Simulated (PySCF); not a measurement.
CH₄N₂S.

```xyz
8

N     -0.0578    -1.1562    -1.0536
C      0.0000     0.0000    -0.3161
N      0.0578     1.1562    -1.0536
S      0.0000     0.0000     1.3557
H      0.3054    -1.1706    -2.0095
H      0.0546    -2.0135    -0.5129
H     -0.3054     1.1706    -2.0095
H     -0.0546     2.0135    -0.5129
```

The structure is a stationary point at PBE-D3(BJ)/def2-SVP. One conformer was computed; it need not be the lowest.

Method: PBE/pcSseg-1 (PySCF). Non-relativistic, no solvent.

Computed absolute GIAO shielding of each atom: isotropic value and principal components (ppm):
```json
[
 {"atom": "N1", "σ(iso)": "142.1", "σ11": "62.9", "σ22": "129.5", "σ33": "234.1", "span": "171.1"},
 {"atom": "C2", "σ(iso)": "-5.6", "σ11": "-135.1", "σ22": "16.3", "σ33": "102.0", "span": "237.1"},
 {"atom": "N3", "σ(iso)": "142.1", "σ11": "62.9", "σ22": "129.5", "σ33": "234.1", "span": "171.1"},
 {"atom": "S4", "σ(iso)": "332.5", "σ11": "202.7", "σ22": "282.9", "σ33": "511.7", "span": "308.9"},
 {"atom": "H5", "σ(iso)": "26.5", "σ11": "21.4", "σ22": "23.8", "σ33": "34.4", "span": "13.0"},
 {"atom": "H6", "σ(iso)": "26.5", "σ11": "21.7", "σ22": "24.9", "σ33": "32.8", "span": "11.1"},
 {"atom": "H7", "σ(iso)": "26.5", "σ11": "21.4", "σ22": "23.8", "σ33": "34.4", "span": "13.0"},
 {"atom": "H8", "σ(iso)": "26.5", "σ11": "21.7", "σ22": "24.9", "σ33": "32.8", "span": "11.1"}
]
```
